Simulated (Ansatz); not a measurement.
Isolated molecules relaxed with PBE0-D4/def2-TZVP in Ansatz; ΔE leaves out vibrations. CBS: MP2 limit from def2 TZ/QZ plus the TZ coupled-cluster correction, frozen cores. This one scheme is used for every species. DFT in def2-TZVPP. Open shells (•) are unrestricted, without spin–orbit coupling. def2 core potentials past Kr. For Br, Sn outer-core shells are correlated without core-valence functions, which leaves a few kJ/mol of doubt a bond. Scalar relativity is left out up to krypton. One conformer a species, not always the lowest.

`[OH][Sn]([OH])([F])[Br]` → `[OH]`• + `[OH][Sn]([F])[Br]`•  (homolysis of the O–Sn bond)

```json
{"level": "r2SCAN", "ΔE (eV)": "3.61"}
{"level": "HF/CBS(def2)", "ΔE (eV)": "2.55"}
```

Q: What does CCSD(T)/CBS give? (Best estimate.)

A: Ansatz gave: +4.06 eV. The listed levels differ from it by -0.45, -1.51 eV.

Largest T1 diagnostic among the species: 0.016.

In def2-TZVPP, CCSD(T) changes the Hartree–Fock value by +1.35 eV (the triples alone add +0.11 eV) and MP2 by +1.68 eV; breaking electron pairs costs correlation energy, which Hartree–Fock lacks. The D4 term adds +0.08 eV with B3LYP and +0.04 eV with PBE0; it sums over pairs of atoms, weighted by their polarisabilities, and B3LYP, whose exchange is more repulsive, gets the larger term.

B3LYP here is the variant with VWN-RPA as its local correlation; programs differ in this.
